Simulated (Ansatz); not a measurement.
[closo-2-(NH2)B7H6]2- (B₇NH₈²⁻). The state is a singlet with charge -2. Geometry PBE0-D4/def2-SVPD.

Cartesian coordinates in Å:
```
B -0.011 -1.173 -0.630
B -0.991 -0.012 0.022
B 0.491 0.554 -0.941
B 1.577 0.660 0.513
B -0.009 1.120 0.722
B 0.412 -0.625 1.060
B 1.575 -0.771 -0.331
H -0.406 -2.164 -1.238
N -2.499 0.009 -0.011
H -2.879 0.951 0.011
H -2.880 -0.467 -0.823
H 0.529 1.180 -2.001
H 2.561 1.271 0.910
H -0.401 2.132 1.295
H 0.373 -1.250 2.118
H 2.558 -1.416 -0.674
```

HSE06 is defined as in plane-wave codes, on full-range PBE exchange. A multiply charged anion in the gas phase is held together partly by the finite basis. At PBE-D4/def2-SVPD, r2SCAN-D4/def2-TZVPD, PBE0-D4/def2-SVPD, r2SCAN0-D4/def2-TZVPD and others the highest occupied level of the charge -2 singlet lies above zero (up to 3.69 eV). The electron is either unbound and held by the finite basis, or the level is raised by self-interaction error.

**Question.** Estimate the orbital energies around the gap (eV) in Ansatz with PBE-D4/def2-SVPD, r2SCAN-D4/def2-TZVPD, PBE0-D4/def2-SVPD, r2SCAN0-D4/def2-TZVPD, HSE06-D4/def2-TZVPD.

**Answer.** 
```
orbital  PBE-D4/def2-SVPD  r2SCAN-D4/def2-TZVPD  PBE0-D4/def2-SVPD  r2SCAN0-D4/def2-TZVPD  HSE06-D4/def2-TZVPD
HOMO−13             -2.88                 -3.48              -4.61                  -4.99                -4.27
HOMO−12             -2.24                 -2.91              -3.95                  -4.44                -3.67
HOMO−11             -1.74                 -2.20              -3.32                  -3.64                -2.96
HOMO−10             -0.75                 -1.23              -2.24                  -2.58                -1.89
 HOMO−9             -0.23                 -0.73              -1.70                  -2.07                -1.39
 HOMO−8             -0.07                 -0.58              -1.54                  -1.91                -1.24
 HOMO−7              0.83                  0.47              -0.50                  -0.75                -0.15
 HOMO−6              1.25                  0.94               0.00                  -0.21                 0.36
 HOMO−5              1.54                  1.23               0.15                  -0.08                 0.53
 HOMO−4              2.52                  2.30               1.40                   1.25                 1.76
 HOMO−3              2.99                  2.85               2.07                   1.97                 2.44
 HOMO−2              3.38                  3.19               2.36                   2.22                 2.70
 HOMO−1              3.59                  3.43               2.62                   2.51                 2.98
   HOMO              3.69                  3.52               2.66                   2.55                 3.02
   LUMO              6.48                  6.11               7.05                   6.35                 5.77
 LUMO+1              6.93                  6.38               7.41                   6.54                 6.01
 LUMO+2              6.97                  6.39               7.42                   6.56                 6.01
 LUMO+3              7.12                  6.53               7.54                   6.68                 6.16
 LUMO+4              7.20                  6.60               7.63                   6.73                 6.23
 LUMO+5              7.21                  6.61               7.64                   6.73                 6.25
```
